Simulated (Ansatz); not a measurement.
Reaction (SMILES): CC(C)CO -> [CH2]C(C)CO + H atom (the C-H bond at the site shown breaks; other sites are not compared here)
Structures are relaxed separately at B3LYP-D3(BJ)/def2-TZVP in Ansatz (an electronic-structure program), one conformer each, not searched for the lowest.
Geometry of the first species:
SMILES: CC(C)CO
```xyz
15

C     -1.6569    -0.7964    -0.3856
C     -0.5228     0.0477     0.1947
C     -0.4662     1.4303    -0.4530
C      0.8014    -0.6876     0.0491
O      1.8200     0.0545     0.7163
H     -2.6169    -0.2924    -0.2622
H     -1.7250    -1.7709     0.1027
H     -1.5095    -0.9663    -1.4559
H     -0.6973     0.1753     1.2686
H     -0.3111     1.3425    -1.5325
H      0.3503     2.0219    -0.0410
H     -1.4004     1.9726    -0.2940
H      0.7135    -1.6921     0.4817
H      1.0401    -0.8001    -1.0178
H      2.6631    -0.3907     0.5888
```
Charge 0, spin multiplicity 1.

Quantity: bond dissociation energy (electronic energy difference), in kcal/mol. Correlated levels leave the core frozen unless marked. UHF or UKS for open shells. Spin-orbit coupling is left out. No relativistic terms. Basis-set limits of correlation are two-point, X^-3; Hartree-Fock from the larger set.

CCSD(T)/CBS(cc-pVTZ,cc-pVQZ) (Ansatz) gives 109.6 kcal/mol.

**Question.** Another calculation gave 106.5 kcal/mol. Which level was it?
(A) B3LYP/def2-TZVPD (Ansatz)
(B) SVWN5/def2-TZVPD (Ansatz)
(C) r2SCANh/def2-TZVPD (Ansatz)

**Answer.** A, B3LYP/def2-TZVPD (Ansatz). The others give 103.6 (r2SCANh), 117.2 (SVWN5) kcal/mol.
